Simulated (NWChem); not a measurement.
System: BeSiH3OCl; SMILES [SiH3][O][Be][Cl]

Here is an NWChem input.

```
start job
memory heap 200 mb stack 900 mb global 1100 mb
geometry units angstroms noautosym nocenter noautoz
  Be    -0.032559     0.798165     0.003752
  Cl    -0.069768     2.608384     0.016776
  O     -0.004290    -0.610118    -0.006223
  Si     0.031530    -2.262945    -0.014594
  H     -0.832697    -2.782175    -1.115554
  H     -0.470965    -2.786156     1.290187
  H      1.431541    -2.736244    -0.225962
end
basis spherical
  * library def2-svpd
end
dft
  xc xcamb88 1.00 lyp 0.81 vwn_5 0.19 hfexch 1.00
  cam 0.33 cam_alpha 0.19 cam_beta 0.46
  iterations 150
end
property
  response 1 0.0
end
task dft property
```

Excerpt of the output:

```
             Northwest Computational Chemistry Package (NWChem) 7.3.0
             --------------------------------------------------------

                             Geometry "geometry" -> ""
                             -------------------------

 Output coordinates in angstroms (scale by  1.889725989 to convert to a.u.)

  No.       Tag          Charge          X              Y              Z
 ---- ---------------- ---------- -------------- -------------- --------------
    1 Be                   4.0000    -0.03255900     0.79816500     0.00375200
    2 Cl                  17.0000    -0.06976800     2.60838400     0.01677600
    3 O                    8.0000    -0.00429000    -0.61011800    -0.00622300
    4 Si                  14.0000     0.03153000    -2.26294500    -0.01459400
    5 H                    1.0000    -0.83269700    -2.78217500    -1.11555400
    6 H                    1.0000    -0.47096500    -2.78615600     1.29018700
    7 H                    1.0000     1.43154100    -2.73624400    -0.22596200

 Effective nuclear repulsion energy (a.u.)     152.6101298613

                              NWChem Property Module
                              ----------------------

                                 NWChem DFT Module
                                 -----------------

 Summary of "ao basis" -> "ao basis" (spherical)
 ------------------------------------------------------------------------------
       Tag                 Description            Shells   Functions and Types
 ---------------- ------------------------------  ------  ---------------------
 Be                        def2-svpd                 6       12   3s3p
 Cl                        def2-svpd                11       27   5s4p2d
 O                         def2-svpd                 9       23   4s3p2d
 Si                        def2-svpd                10       24   5s3p2d
 H                         def2-svpd                 4        8   2s2p

            General Information
            -------------------
          SCF calculation type: DFT
          Wavefunction type:  closed shell.
          No. of atoms     :     7
          No. of electrons :    46
           Alpha electrons :    23
            Beta electrons :    23
          Charge           :     0
          Spin multiplicity:     1
          Use of symmetry is: off; symmetry adaption is: off
          Maximum number of iterations: 150
          AO basis - number of functions:   110
                     number of shells:    48
          Convergence on energy requested:  1.00D-06
          Convergence on density requested:  1.00D-05
          Convergence on gradient requested:  5.00D-04

              XC Information
              --------------
                     Hartree-Fock (Exact) Exchange  1.000
                   CAM-Becke88 Exchange Functional  1.000
                      VWN V Correlation Functional  0.190 local
              Lee-Yang-Parr Correlation Functional  0.810

           Range-Separation Parameters
           ---------------------------
           Alpha           :  0.19
           Beta            :  0.46
           Gamma           :  0.33
           Short-Range HF  :     F

             Grid Information
             ----------------
          Grid used for XC integration:  medium
          Radial quadrature: Mura-Knowles
          Angular quadrature: Lebedev.
          Tag              B.-S. Rad. Rad. Pts. Rad. Cut. Ang. Pts.
          ---              ---------- --------- --------- ---------
          Be                  1.05       49          13.0       434
          Cl                  1.00       88          15.0       590
          O                   0.60       49          12.0       434
          Si                  1.10       88          15.0       590
          H                   0.35       45          15.0       434
          Grid pruning is: on
          Number of quadrature shells:   409
          Spatial weights used:  Erf1

      Superposition of Atomic Density Guess
      -------------------------------------

 Sum of atomic energies:        -838.81431326

      Non-variational initial energy
      ------------------------------

 Total energy =    -839.815364
 1-e energy   =   -1461.625020
 2-e energy   =     469.199526
 HOMO         =      -0.400980
 LUMO         =      -0.041376

   convergence    iter        energy       DeltaE   RMS-Dens  Diis-err
 ---------------- ----- ----------------- --------- --------- ---------
 d= 0,ls=0.0,diis     1   -841.2371724537 -9.94D+02  1.23D-02  7.78D-01
 d= 0,ls=0.0,diis     2   -841.2151019478  2.21D-02  5.00D-03  1.20D+00
 d= 0,ls=0.0,diis     3   -841.3241735760 -1.09D-01  1.18D-03  1.88D-02
 d= 0,ls=0.0,diis     4   -841.3261437548 -1.97D-03  4.08D-04  1.12D-03
 d= 0,ls=0.0,diis     5   -841.3263145587 -1.71D-04  1.13D-04  4.45D-05
  Resetting Diis
 d= 0,ls=0.0,diis     6   -841.3263227475 -8.19D-06  2.38D-05  3.61D-06
 d= 0,ls=0.0,diis     7   -841.3263233806 -6.33D-07  5.47D-06  6.45D-08

         Total DFT energy =     -841.326323380598
      One electron energy =    -1464.901482922556
           Coulomb energy =      532.756955230069
    Exchange-Corr. energy =      -61.791925549411
 Nuclear repulsion energy =      152.610129861300

 Numeric. integr. density =       45.999991853801

                       DFT Final Molecular Orbital Analysis
                       ------------------------------------

 Vector   21  Occ=2.000000D+00  E=-4.053848D-01
              MO Center= -8.4D-02,  1.3D+00,  1.1D-01, r^2= 6.0D+00
   Bfn.  Coefficient  Atom+Function         Bfn.  Coefficient  Atom+Function
  ----- ------------  ---------------      ----- ------------  ---------------
    26      0.472069  2 Cl pz                23      0.378597  2 Cl pz
    20      0.218198  2 Cl pz                76     -0.181582  4 Si pz
    95     -0.180302  6 H  s                 24     -0.179372  2 Cl px
    21     -0.143858  2 Cl px                 6     -0.136205  1 Be pz
    73     -0.126346  4 Si pz                87      0.091927  5 H  s

 Vector   22  Occ=2.000000D+00  E=-3.842203D-01
              MO Center= -2.3D-01, -8.9D-01, -1.1D-01, r^2= 5.9D+00
   Bfn.  Coefficient  Atom+Function         Bfn.  Coefficient  Atom+Function
  ----- ------------  ---------------      ----- ------------  ---------------
    46      0.321932  3 O  pz                87      0.273858  5 H  s
    26     -0.271678  2 Cl pz                49      0.247002  3 O  pz
    23     -0.207494  2 Cl pz                95     -0.192249  6 H  s
    73     -0.156953  4 Si pz                44      0.153230  3 O  px
    76     -0.144647  4 Si pz                24     -0.129328  2 Cl px

 Vector   23  Occ=2.000000D+00  E=-3.842108D-01
              MO Center=  2.3D-01, -8.8D-01,  1.0D-01, r^2= 5.9D+00
   Bfn.  Coefficient  Atom+Function         Bfn.  Coefficient  Atom+Function
  ----- ------------  ---------------      ----- ------------  ---------------
    44      0.321955  3 O  px                24     -0.271557  2 Cl px
   103     -0.269133  7 H  s                 47      0.247018  3 O  px
    21     -0.207396  2 Cl px                95      0.205308  6 H  s
    71     -0.156910  4 Si px                46     -0.153243  3 O  pz
    74     -0.144592  4 Si px                26      0.129246  2 Cl pz

 Vector   24  Occ=0.000000D+00  E= 4.414322D-03
              MO Center= -2.2D-02,  3.7D-01,  1.3D-03, r^2= 9.3D+00
   Bfn.  Coefficient  Atom+Function         Bfn.  Coefficient  Atom+Function
  ----- ------------  ---------------      ----- ------------  ---------------
     3      3.302876  1 Be s                 43     -1.750527  3 O  s
    17     -1.080230  2 Cl s                 51     -1.000680  3 O  py
     2      0.944865  1 Be s                 28      0.574507  2 Cl py
    66     -0.477861  4 Si s                  8     -0.389567  1 Be py
    25      0.213883  2 Cl py                11      0.202215  1 Be py

 Vector   25  Occ=0.000000D+00  E= 3.750437D-02
              MO Center= -3.3D-02,  6.2D-01, -8.1D-04, r^2= 1.2D+01
   Bfn.  Coefficient  Atom+Function         Bfn.  Coefficient  Atom+Function
  ----- ------------  ---------------      ----- ------------  ---------------
    12      1.039160  1 Be pz                10      0.728260  1 Be px
     6     -0.216267  1 Be pz                29     -0.215223  2 Cl pz
     4     -0.151552  1 Be px                27     -0.150812  2 Cl px
    26     -0.131183  2 Cl pz                 9     -0.130214  1 Be pz
    88      0.124327  5 H  s                 46     -0.112752  3 O  pz

 Vector   26  Occ=0.000000D+00  E= 3.750511D-02
              MO Center= -2.5D-02,  6.2D-01,  7.8D-03, r^2= 1.2D+01
   Bfn.  Coefficient  Atom+Function         Bfn.  Coefficient  Atom+Function
  ----- ------------  ---------------      ----- ------------  ---------------
    10      1.038745  1 Be px                12     -0.728135  1 Be pz
     4     -0.216306  1 Be px                27     -0.215189  2 Cl px
     6      0.151627  1 Be pz                29      0.150844  2 Cl pz
    24     -0.131190  2 Cl px                 7     -0.129939  1 Be px
    44     -0.112664  3 O  px               104     -0.109840  7 H  s

     Multipole analysis of the density
     ---------------------------------

     L   x y z        total         alpha         beta         nuclear
     -   - - -        -----         -----         ----         -------
     0   0 0 0     -0.000000    -23.000000    -23.000000     46.000000

     1   1 0 0      0.011513      0.743990      0.743990     -1.476467
     1   0 1 0     -0.537786     -2.790202     -2.790202      5.042619
     1   0 0 1     -0.003509      0.003186      0.003186     -0.009881

     2   2 0 0    -28.331414    -19.639356    -19.639356     10.947299
     2   1 1 0      0.096105      8.018247      8.018247    -15.940388
     2   1 0 1      0.000907      0.051882      0.051882     -0.102856
     2   0 2 0    -32.198938   -401.545218   -401.545218    770.891499
     2   0 1 1     -0.027325     -2.470359     -2.470359      4.913393
     2   0 0 2    -28.328843    -19.464300    -19.464300     10.599756

 *** CALLING NEW AORESP DRIVER FOR CLOSED AND OPEN SHELLS ***
 Entering AOResponse driver routine

--------------------------------------------------------------------------------

          -----------------------------------------------
          Solving response equations for perturbing field
          -----------------------------------------------

 number of frequencies:     1
 frequency in a.u.:  0.0000000E+00
 Perturbing field: electric
 Using El. Dipole Length Gauge

 Setting up CPKS with frequency omega =      0.00000000 a.u.

 STATIC response

                                NWChem CPHF Module
                                ------------------

  scftype          =     RHF
  nclosed          =       23
  nopen            =        0
  variables        =     2001
  # of vectors     =        3
  tolerance        = 0.10D-03
  level shift      = 0.00D+00
  max iterations   =       50
  max subspace     =       30

 SCF residual:    2.8945399068377824E-004

Iterative solution of linear equations
  No. of variables     2001
  No. of equations        3
  Maximum subspace       30
        Iterations       50
       Convergence  1.0D-04

   iter   nsub   residual    time
   ----  ------  --------  ---------
     1      3    1.45D+00     121.8
     2      6    7.53D-01     142.7
     3      9    1.08D-01     163.9
     4     12    6.00D-02     185.6
     5     15    2.83D-02     208.8
     6     18    3.24D-03     230.4
     7     21    2.95D-04     251.1
     8     24    7.81D-05     272.2

 Electric Dipole Response Matrix (nonzero elements):

              1        2        3
    1   50.0571  -0.4308  -0.0038
    2   -0.4308  71.0724   0.1405
    3   -0.0038   0.1405  50.0470

 ------------------------------------------
 average:        57.05884 + I       0.00000

 DFT Linear Response polarizability / au
 Frequency  =       0.0000000 / au
              X              Y              Z
 -----------------------------------------------
 X      50.0571298     -0.4308360     -0.0037960
 Y      -0.4308172     71.0723996      0.1404943
 Z      -0.0037953      0.1404691     50.0469927
 -----------------------------------------------
 Eigenvalues =      50.0486274     71.0821675     50.0457272
 Isotropic   =      57.0588407
 Anisotropic =      21.0349904
 -----------------------------------------------

 Magnetic Dipole Response Matrix (nonzero elements):

 Exiting AOResponse driver routine
```

Level: CAM-B3LYP/def2-SVPD. Coordinates come from a PBE0/def2-SVP optimisation.
